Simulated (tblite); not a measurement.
C₅H₉N₃Si.
Cartesian coordinates in Å at the GFN2-xTB level; atoms count from 1:
```
atom  x, y, z in Å
Si1   -2.095   -1.143    1.344
N2    -1.456    0.255    0.490
N3    -2.240    1.346    0.366
N4    -1.609    2.251   -0.263
C5    -0.379    1.800   -0.582
C6    -0.259    0.511   -0.106
C7     0.835   -0.456   -0.162
C8     2.259    0.032   -0.089
C9     1.724   -0.495   -1.378
H10   -2.044   -2.268    0.407
H11   -1.204   -1.386    2.482
H12   -3.436   -0.731    1.712
H13    0.319    2.411   -1.117
H14    0.608   -1.400    0.319
H15    2.418    1.096    0.002
H16    2.969   -0.566    0.461
H17    2.064   -1.459   -1.725
H18    1.516    0.207   -2.171
```

Calculated harmonic vibrations of the isolated species, GFN2-xTB (tblite), most abundant isotopes, no scaling. Errors from tens to a few hundred cm⁻¹ against measured bands are possible. Modes of hydrogen on silicon can be 10 to 20 % off. One conformer, not necessarily the lowest.

Harmonic wavenumbers (cm⁻¹): 42.3, 106.3, 127.0, 132.8, 173.4, 203.0, 385.7, 400.0, 491.2, 578.8, 583.6, 663.6, 670.8, 686.2, 745.5, 768.2, 793.7, 805.1, 816.1, 863.4, 948.0, 953.7, 989.6, 1040.2, 1070.5, 1072.0, 1089.2, 1097.6, 1109.2, 1140.7, 1154.0, 1245.8, 1272.0, 1350.1, 1361.6, 1429.4, 1432.8, 1482.1, 1547.2, 2258.7, 2267.3, 2390.7, 3043.3, 3090.6, 3092.5, 3097.4, 3115.1, 3180.9.

A = 2112, B = 1158, C = 801.8 MHz; mass 139.057 u (most abundant isotopes); point group Cs, symmetry number 1.

**Question.** What is the zero-point energy?

**Answer.** ½Σν̃ = 29179 cm⁻¹ = 83.43 kcal/mol.

**Question.** What is S at 298.15 K and 1 bar for an ideal gas of classical rigid rotors and harmonic oscillators?

**Answer.** Translation 40.73, rotation 29.48, vibration 25.79: S = 96.0 cal/(mol K).

**Question.** And Cp and H(298.15 K) − H(0)?

**Answer.** Cp = 36.85 cal/(mol K), of which vibrations give 28.90 (their classical limit is 48 R = 95.4); H(298.15 K) − H(0) = 6.48 kcal/mol without the zero-point energy, 4.11 from vibrations.

**Question.** How do the functions run with temperature in this model?

**Answer.** 
| T (K) | S (cal/(mol K)) | Cp (cal/(mol K)) | H − H(0) (kcal/mol) | G − H(0) (kcal/mol) | ln q(vib) |
| --- | --- | --- | --- | --- | --- |
| 150 | 76.8 | 21.4 | 2.21 | -9.31 | 2.66 |
| 250 | 90.0 | 31.4 | 4.83 | -17.67 | 4.94 |
| 400 | 108.4 | 47.6 | 10.79 | -32.56 | 8.45 |
| 600 | 130.9 | 63.3 | 21.99 | -56.53 | 13.28 |
| 900 | 159.5 | 77.3 | 43.29 | -100.23 | 20.29 |

q(vib) and H(0) count from the zero-point level.

**Question.** Which modes carry the vibrational entropy at 298.15 K?

**Answer.** 42.3 cm⁻¹: 5.15; 106.3 cm⁻¹: 3.34; 127.0 cm⁻¹: 2.99; 132.8 cm⁻¹: 2.91; 173.4 cm⁻¹: 2.40; 203.0 cm⁻¹: 2.11 cal/(mol K); the other 42 give 6.91 together.

Hindered rotation and anharmonicity are outside this model. Other conformers, if any are populated, would add a mixing term that is left out.

Time: 1.1 s wall. Hardware: one thread of an Arm Neoverse N1, shared host. This covers the Hessian and the dipole derivatives.
